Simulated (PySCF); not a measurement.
**Simulated absorption spectrum**

C₆H₈S.
Structure used (GFN2-xTB), in Å, numbered top down from 1:
```xyz
15
C6H8S angstrom
C      2.387    0.552    0.245
C      1.220   -0.368    0.142
S      1.414   -1.987    0.107
C     -0.108    0.246    0.069
C     -1.160   -0.432   -0.781
C     -2.342    0.197   -0.116
C     -1.280   -0.490    0.681
H      2.388    1.252   -0.591
H      3.319   -0.006    0.249
H      2.317    1.139    1.163
H     -0.112    1.334    0.113
H     -1.043   -1.144   -1.568
H     -2.414    1.279   -0.079
H     -3.298   -0.300   -0.214
H     -1.292   -1.263    1.417
```

Method: TDDFT PBE0/def2-SVPD, vertical, gas phase, core orbitals frozen in the response in PySCF 2.14.0, density-fitted response routines.

Computed states:

```json
{"state": "S1", "E (eV)": "2.55", "f": "0.0001"}
{"state": "S2", "E (eV)": "4.52", "f": "0.0017"}
{"state": "S3", "E (eV)": "5.19", "f": "0.218"}
{"state": "S4", "E (eV)": "5.97", "f": "0.046"}
{"state": "S5", "E (eV)": "6.37", "f": "0.013"}
{"state": "S6", "E (eV)": "6.42", "f": "0.0096"}
{"state": "S7", "E (eV)": "6.43", "f": "0.0063"}
```

Broadening: Gaussians 0.4 eV wide at half height, area fixed by f = 4.319×10⁻⁹ ∫ε dν̃. The cross-section is σ = 3.8235×10⁻²¹ ε cm², given in Mb (10⁻¹⁸ cm²). The width is an assumption, not a result. The curve ends short of the highest state used, and states not computed would add to its high-energy end.

Question: Give the broadened spectrum and its maxima.

Answer: 
| λ (nm) | σ (Mb) |
| --- | --- |
| 212.7 | 8.47 |
| 220.4 | 3.75 |
| 228.1 | 20.65 |
| 235.8 | 52.43 |
| 243.6 | 46.42 |
| 251.3 | 17.28 |
| 259.0 | 3.27 |
| 266.7 | 0.64 |
| 274.4 | 0.45 |
| 282.2 | 0.33 |
| 289.9 | 0.16 |
| 297.6 | 0.05 |
| 305.3 | 0.01 |
| 313.1 | 0.00 |
| 320.8 | 0.00 |
| 328.5 | 0.00 |
| 336.2 | 0.00 |
| 343.9 | 0.00 |
| 351.7 | 0.00 |
| 359.4 | 0.00 |
| 367.1 | 0.00 |
| 374.8 | 0.00 |
| 382.6 | 0.00 |
| 390.3 | 0.00 |
| 398.0 | 0.00 |
| 405.7 | 0.00 |
| 413.4 | 0.00 |
| 421.2 | 0.00 |
| 428.9 | 0.00 |
| 436.6 | 0.00 |
| 444.3 | 0.01 |
| 452.1 | 0.01 |
| 459.8 | 0.01 |
| 467.5 | 0.01 |
| 475.2 | 0.02 |
| 482.9 | 0.02 |
| 490.7 | 0.02 |
| 498.4 | 0.02 |
| 506.1 | 0.02 |
| 513.8 | 0.01 |
| 521.6 | 0.01 |
| 529.3 | 0.01 |
| 537.0 | 0.01 |
| 544.7 | 0.01 |
| 552.4 | 0.00 |
| 560.2 | 0.00 |
| 567.9 | 0.00 |
| 575.6 | 0.00 |
| 583.3 | 0.00 |
| 591.1 | 0.00 |
| 598.8 | 0.00 |
| 606.5 | 0.00 |
| 614.2 | 0.00 |
| 621.9 | 0.00 |
| 629.7 | 0.00 |
| 637.4 | 0.00 |

Maxima: 239 nm (5.19 eV), ε about 15000, made up of S3 (100%) (ε in L mol⁻¹ cm⁻¹; maxima over ε = 5, shares over 10%). At its high-energy end, 5.83 eV, the curve is still rising (ε about 2200, from S4).

Question: On this curve, what absorbance would a 10⁻⁵ mol/L sample give at 308 nm over a 1 cm path?

Answer: 308 nm is 4.025 eV, where ε is about 1.8 L mol⁻¹ cm⁻¹, so A = ε c l ≈ 1.8e-05 (Beer–Lambert, with the gas-phase spectrum and the assumed width).

Question: Does any computed singlet lie in the visible range?

Answer: S1 lies in the visible range (380 to 750 nm), at 487 nm, dark in the vertical dipole picture (f under 0.0005); light of that wavelength is green-blue to blue-green, and its complementary colour is orange to red; a Tamm–Dancoff triplet lies at 592 nm, without intensity as long as spin–orbit coupling is left out.

Question: Coming from long wavelengths, where does ε first pass 100 L mol⁻¹ cm⁻¹?

Answer: At about 280 nm (4.43 eV), 1.89 eV above S1.

Time: 28 s. Hardware: an Arm Neoverse V2 with one thread, no GPU, on a shared host.

One conformer stands for the species.
